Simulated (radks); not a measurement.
Charge is removed step by step from the 2p3/2 level of neutral technetium, starting from [He] 2s2 2p(1/2: 2, 3/2: 4) 3s2 3p6 3d10 4s2 4p6 4d5 5s2. Calculated with a radial shooting solver on a logarithmic mesh with Libxc functionals: Dirac Kohn-Sham, PBE, spin-unpolarised, spherical densities, finite nucleus; open shells fill j = l - 1/2 first; Fermi nuclear charge, rms radius 4.4112 fm.

| removed (e) | E - E(0) (eV) | eigenvalue (eV) | E minus straight line (eV) |
|---|---|---|---|
| 0 | 0.000 | -2625.0 | 0.000 |
| 0.25 | 659.69 | -2652.5 | -10.438 |
| 0.5 | 1326.3 | -2680.3 | -13.968 |
| 0.75 | 1999.9 | -2708.4 | -10.513 |
| 1 | 2680.5 | -2736.8 | 0.000 |

Removing the whole electron costs 2680.5 eV by Delta-SCF, against 2625.0 eV from minus the eigenvalue at the starting occupation. Slater's transition state (half an electron removed) gives 2680.3 eV. Integrating minus the eigenvalue over the occupation (Janak's theorem) gives 2680.5 eV. The mean slope of the eigenvalue, de/dn, is 112 eV per electron.
